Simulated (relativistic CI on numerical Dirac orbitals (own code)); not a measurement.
Method of calculation: Dirac-Coulomb-Breit CI, orbitals from a KLI potential per configuration, QED by a radiative potential, unscaled Slater integrals (own radial code, finite nucleus).

The strongest absorption lines from the ground level of an ion, among the configurations computed and to levels below about 399 eV (vacuum wavelength in Å, gf): 43.716 (0.13), 43.842 (0.0072), 53.314 (0.0027), 59.291 (0.3), 59.515 (0.089), 98.209 (0.0015), 300.78 (0.85), 450.13 (0.0024).

Problem. Which ion is it?
A. Sc X
B. Mn XVI
C. Mn XII
D. Mn XIV

Solution. D. Mn XIV has 12 electrons and the ground level 3s² ¹S0; the strongest line goes to 3s3p ¹P°1. The pattern of lines fixes the number of electrons, and along that sequence the line energies rise steadily with the charge (about as its square where n changes within one kind of shell, about linearly where n is kept but much faster in heavy ions where fine structure, which grows about as Z⁴, sets the gap, and irregularly where shells cross), which fixes Z. Configurations outside the model, such as inner-shell arrays, can give stronger lines. At this charge energies of transitions that change n are usually good to better than 1 %, and those within a shell (Δn = 0) to a few per cent.

LS names give the leading component of a level, which can be under half, so a name can repeat, a term be missing and a line seem to break the LS rules.
